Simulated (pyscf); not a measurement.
## `[F][GaH][F]`, singlet

Gas-phase minimum from PySCF at ωB97X-D3(BJ)/def2-SVP, one conformer. 

SMILES: [GaH]([F])[F]
```xyz
4

F      1.6767    -0.6866    -0.7624
Ga     0.0421    -0.0998    -0.9176
F     -0.0542     1.6359    -0.7802
H     -1.1748    -1.0107    -1.1497
```
Charge 0, spin multiplicity 1.

Bond lengths (Å): F1–Ga2 1.744, Ga2–F3 1.744, Ga2–H4 1.538. Angles (°): F1–Ga2–F3 112.3, F1–Ga2–H4 123.8, F3–Ga2–H4 123.9.

Properties at ωB97X-D3(BJ)/def2-SVP:

```yaml
harmonic_wavenumbers_unscaled: 211, 481, 596, 714, 746, 2126 cm⁻¹
zero_point_energy: 7.0 kcal/mol
rotational_symmetry_number: 2
Entropy of this conformer at 298 K and 1 atm, rigid rotor and harmonic oscillator, modes under 100 cm⁻¹ raised to 100: 276.9 J/(mol K)
dipole_moment: 2.40 D
```

Single-point totals, which compare only within one level (frozen core for MP2 and CC):

| level | total energy (hartree) |
|---|---|
| ωB97X-D3(BJ)/def2-TZVP | -2125.28099 |
| PBE/def2-TZVP | -2124.82905 |
| r²SCAN/def2-TZVP | -2125.21994 |
| B3LYP-D3(BJ)/def2-TZVP | -2125.36570 |
| PBE0-D3(BJ)/def2-TZVP | -2124.86617 |
| M06-2X/def2-TZVP | -2125.24063 |
| ωB97M-D3(BJ)/def2-TZVP | -2125.37010 |
| HF/def2-TZVPP | -2122.88326 |
| MP2/def2-TZVPP | -2123.61146 |
| CCSD/def2-TZVPP | -2123.60732 |
| CCSD(T)/def2-TZVPP | -2123.63022 |

The CCSD(T) − MP2 part came from Ansatz, without density fitting, on the same reference. The frozen core leaves the outer d or s,p core shells of the metals and heavy elements correlated in the MP2 and CC values, and def2-TZVPP describes them poorly, so these totals are far from the basis limit. Elements up to Kr have no core potential and no relativistic terms here.
